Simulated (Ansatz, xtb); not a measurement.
## C4H4BFO: 3 structures ranked

3 gas-phase structures of C4H4BFO, from a drawn sample of its isomers (lower ones may exist). Each was relaxed with GFN2-xTB; where two conformers were screened, the lower at r2SCAN-D4/def2-SVP is listed:

A. `Bc1ccc(F)o1`, a singlet
B. `FBc1ccoc1`, a singlet
C. `FBc1ccco1`, a singlet

Problem. Make a reasoned guess at their ranking by r2SCAN-D4/def2-SVP single-point energy.

Solution. Calculated order at r2SCAN-D4/def2-SVP: C (0.0), B (1.5), A (48.9) kcal/mol.

Energies above the lowest of each column, in kcal/mol; the last columns are at B3LYP/def2-SVP geometries:

```csv
structure,GFN2-xTB,HF/STO-3G,r2SCAN-D4/def2-SVP,B3LYP/def2-SVP,CCSD(T)/def2-SVP + ΔMP2/def2-TZVPP
C,0.0,0.0,0.0,0.0,0.0
B,2.2,0.7,1.5,1.2,0.0
A,33.4,40.4,48.9,48.9,50.6
```

Every level run on C puts it lowest or level with the lowest. Flexible structures stand in one conformer each, not always the lowest. ΔMP2 is the change of the MP2 energy from the smaller to the larger basis.

Programs: Ansatz 0.2.0, xtb 6.7.1.
